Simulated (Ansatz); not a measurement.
Total energies of AlBH₅NO, SMILES `B[O][AlH][NH2]`.

```xyz
9

B     0.181    2.158   -0.144
O     0.012    0.852   -0.334
Al   -0.199   -0.801   -0.595
N    -0.027   -1.885    0.779
H    -0.765    2.847    0.145
H     1.280    2.642   -0.260
H    -0.539   -1.323   -2.036
H     0.191   -1.606    1.721
H    -0.135   -2.885    0.724
```

Total charge 0; spin multiplicity 1. All single points use the PBE0-D4/def2-TZVP geometry. It is one conformer, not always the lowest. Basis def2-TZVPP, Ansatz 0.2.0.

RPA on PBE orbitals: Hartree–Fock energy of these orbitals -398.99233 Eh, correlation -1.04284 Eh (frozen core).

| functional | energy without D4 (Eh) | D4 term (kJ/mol) |
| --- | --- | --- |
| PBE | -400.11870 | -12.9 |
| revPBE | -400.34682 | -38.6 |

Q: Give the same for LDA (SPW92), BLYP, r2SCAN, B97M-V, PBE0, B3LYP, r2SCANh, r2SCAN0, HSE06 (plane-wave form), BHLYP, CAM-B3LYP, LC-ωPBE, ωB97X-V, ωB97M-V, B2PLYP, PBE-QIDH. (Best estimate.)

A: The calculation gave: 
```tsv
functional	energy without D4 (Eh)	D4 term (kJ/mol)
LDA (SPW92)	-398.09632	–
BLYP	-400.41829	-28.2
r2SCAN	-400.34429	-3.2
B97M-V	-400.38169	–
PBE0	-400.15555	-10.9
B3LYP	-400.49661	-20.8
r2SCANh	-400.33460	-3.4
r2SCAN0	-400.32089	-3.8
HSE06 (plane-wave form)	-400.14099	-10.2
BHLYP	-400.38655	-16.2
CAM-B3LYP	-400.40504	-11.1
LC-ωPBE	-400.27548	–
ωB97X-V	-400.36921	–
ωB97M-V	-400.38099	–
B2PLYP	-400.22815	–
PBE-QIDH	-400.05035	–
```

B3LYP takes the VWN-RPA correlation (the form of Gaussian; ORCA's B3LYP/G). HSE06 is the plane-wave form, built on full-range PBE exchange. The double hybrids freeze the cores in their second-order part.

LC-ωPBE has ω = 0.4 bohr⁻¹.
